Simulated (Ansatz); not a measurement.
A series at Si: from `F[SiH2]S[SiH](F)F`, ligands are replaced one by one, each step taking up HCl and setting free H–F; n counts the steps. Ansatz, PBE0-D4/def2-TZVP geometries. Each molecule was computed in one conformer, which needn't be the lowest.

| n | molecule | HOMO energy, ωB97M-V/def2-TZVPP (eV) |
| --- | --- | --- |
| 0 | `F[SiH2]S[SiH](F)F` | -10.75 |
| 1 | `F[SiH](F)S[SiH2]Cl` | -10.59 |
| 2 | `F[SiH](Cl)S[SiH2]Cl` | ? |
| 3 | `Cl[SiH2]S[SiH](Cl)Cl` | -10.41 |

By hand: fit a straight line y = ȳ + b (n − n̄) to the 3 given rows and predict n = 2.

n̄ = 1.333, ȳ = -10.583; Σ(n − n̄)(y − ȳ) = 0.513, Σ(n − n̄)² = 4.667, so b = 0.110 eV a step. Prediction: -10.583 + (0.110) × (0.667) = -10.51 eV.

By hand: compare with the computed value, -10.43 eV, and give the steps along the whole series.

The line misses by 0.08 eV (computed minus predicted). Steps: 0.16, 0.16, 0.02 eV.

The steps differ by up to 0.14 eV without a steady trend. The highest orbital can change its character along such a series. The miss is 23.5 % of the series' range.
